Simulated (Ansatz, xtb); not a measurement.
## Ranking isomers of C3H10GeOSi

5 gas-phase structures of C3H10GeOSi, from a drawn sample of its isomers (lower ones may exist). Each was relaxed with GFN2-xTB; where two conformers were screened, the lower at r2SCAN-D4/def2-SVP//GFN2-xTB is listed:

A. `O=CC[SiH2][CH2][GeH3]`, a singlet
B. `C[Si](C)([GeH3])C=O`, a singlet
C. `C[SiH2][C@@H]([GeH3])C=O`, a singlet
D. `C[SiH](C=O)[CH2][GeH3]`, a singlet
E. `C[SiH]([GeH3])CC=O`, a singlet

Q: Which do you expect lowest at r2SCAN-D4/def2-SVP//GFN2-xTB, and how would the others follow?

A: Calculated order at r2SCAN-D4/def2-SVP//GFN2-xTB: E (0.000), B (0.147), C (0.262), A (0.305), D (0.495) eV. Less than 1 kcal/mol parts C and A, so the order within that pair means little.

Energies above the lowest of each column, in eV; the last columns are at r2SCAN-D4/def2-SVP geometries:

```
structure  GFN2-xTB  HF/STO-3G  r2SCAN-D4/def2-SVP//GFN2-xTB  r2SCAN-D4/def2-SVP  CCSD(T)/def2-SVP + ΔMP2/def2-TZVPP
        E     0.000      0.317                         0.000               0.000                               0.000
        B     0.746      0.000                         0.147               0.158                               0.094
        C     0.109      0.747                         0.262               0.266                               0.188
        A     0.187      0.801                         0.305               0.293                               0.221
        D     0.818      0.510                         0.495               0.475                               0.323
```

CCSD(T)/def2-SVP + ΔMP2/def2-TZVPP puts E lowest; HF/STO-3G picks B. Flexible structures stand in one conformer each, not always the lowest. Frequencies (GFN2-xTB) were run for B, C, D, E alone. ΔMP2 is the change of the MP2 energy from the smaller to the larger basis.

Over these structures GFN2-xTB departs from r2SCAN-D4/def2-SVP//GFN2-xTB by 0.265 eV on average once a common shift is removed. A GFN2-xTB relaxation took about 0.21 s and the r2SCAN-D4/def2-SVP//GFN2-xTB energy about 4.2 s on a shared host (Ansatz 0.2.0, xtb 6.7.1).
